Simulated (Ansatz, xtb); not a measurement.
BrH2NSi: where a starting geometry ends

The starting geometry of this gas-phase singlet has its atoms placed at random.

```yaml
atoms:
  - { symbol: Br, position_ang: [0.0995, -0.5977, -1.2822] }
  - { symbol: N, position_ang: [0.2065, 0.0733, 1.5559] }
  - { symbol: Si, position_ang: [0.1546, 1.3970, -0.2416] }
  - { symbol: H, position_ang: [1.0243, -0.2318, 1.4592] }
  - { symbol: H, position_ang: [-1.2030, -0.6183, -1.4828] }
```

One run relaxed it with r2SCAN-D4/def2-SVP. What is a likely outcome?

It falls apart into HNSi + BrH. Distances that change by over a tenth: N2–H4 (0.88 → 1.01 Å). Contacts that open: Br1–Si3 (2.25 → 4.19 Å). Contacts that close: N2–Si3 (2.23 → 1.57 Å).

The energy falls by 6.53 eV over 20 steps:

```tsv
step	E − E(last) (eV)
1	6.532
3	1.645
5	0.803
7	0.500
9	0.193
12	0.135
14	0.089
16	0.033
18	0.004
20	0.000
```

Final geometry (Å):

```yaml
atoms:
  - { symbol: Br, position_ang: [-0.3685, -1.2302, -2.0687] }
  - { symbol: N, position_ang: [0.2749, 0.3797, 0.9731] }
  - { symbol: Si, position_ang: [0.0684, 1.9071, 0.6750] }
  - { symbol: H, position_ang: [0.4371, -0.5651, 1.2924] }
  - { symbol: H, position_ang: [-0.1299, -0.4690, -0.8633] }
```

From the same start GFN2-xTB reaches the same bonding as this run.

From so rough a start the end depends on the optimiser's path, so another program may land elsewhere. The end wasn't checked by frequencies. Run with Ansatz 0.2.0, 36 s on 2 threads of Intel(R) Xeon(R) Platinum 8259CL CPU @ 2.50GHz (Skylake/Cascade Lake), on a shared host.
